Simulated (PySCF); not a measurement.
Below is a simulated gas-phase Si 2p photoelectron spectrum of `[SiH3][Cu]<-[AsH3]` (Cu(AsH3)(SiH3)).

Every computed line was given a Gaussian of 1.0 eV full width at half maximum and an area set by the number of equivalent atoms (split 2:1 within a doublet); the highest printed point is 100. The calculation used PySCF, delta-SCF UKS SCAN, pcX-2 on the ionised atom (unc-x2c-TZVPall on a metal), pcseg-1 elsewhere, spin-free X2C.

| binding energy (eV) | intensity |
| --- | --- |
| 103.4 | 0 |
| 103.5 | 0 |
| 103.6 | 1 |
| 103.7 | 2 |
| 103.8 | 4 |
| 103.9 | 7 |
| 104.0 | 11 |
| 104.1 | 17 |
| 104.2 | 25 |
| 104.3 | 36 |
| 104.4 | 48 |
| 104.5 | 61 |
| 104.6 | 74 |
| 104.7 | 85 |
| 104.8 | 93 |
| 104.9 | 99 |
| 105.0 | 100 |
| 105.1 | 98 |
| 105.2 | 93 |
| 105.3 | 86 |
| 105.4 | 77 |
| 105.5 | 68 |
| 105.6 | 58 |
| 105.7 | 48 |
| 105.8 | 38 |
| 105.9 | 30 |
| 106.0 | 22 |
| 106.1 | 15 |
| 106.2 | 10 |
| 106.3 | 7 |
| 106.4 | 4 |
| 106.5 | 2 |
| 106.6 | 1 |
| 106.7 | 1 |
| 106.8 | 0 |
| 106.9 | 0 |

**Question.** How many maxima does the curve show, and how many computed lines lie under it?

**Answer.** The curve has 1 maximum (at 105.0 eV). Under it lie 2 lines from 1 inequivalent silicon site, drawn as a 2p3/2, 2p1/2 pair. At this width some lines have no maximum of their own.

**Question.** Decompose the envelope and assign each component. Bonds: Cu1–As2, Cu1–Si6. Hydrogens: H3, H4, H5 on As2; H7, H8, H9 on Si6.

**Answer.** 
```
position (eV)  relative area      line  atoms                   environment
       104.86           0.67  Si 2p3/2    Si6  silicon bonded to Cu and 3 H
       105.48           0.33  Si 2p1/2    Si6  silicon bonded to Cu and 3 H
```

**Question.** What are the centre and the root-mean-square width of the whole band?

**Answer.** The area-weighted mean of the lines is 105.07 eV. Their own spread about it is 0.29 eV (rms) and each Gaussian has σ = 1.0/2.355 = 0.42 eV; the variances add, which gives 0.52 eV.

No satellites, vibrations or lifetime broadening are included. Spin–orbit and ligand-field terms were added within each 2p shell after the spin-free SCF. 2p1/2 minus 2p3/2 (ligand field included): Si 0.62 eV. Geometry: PBE0-D3(BJ)/def2-SVP; no solvent, vibrations or thermal averaging. Metal 2p energies of this one-determinant scheme are less reliable than its 1s energies.
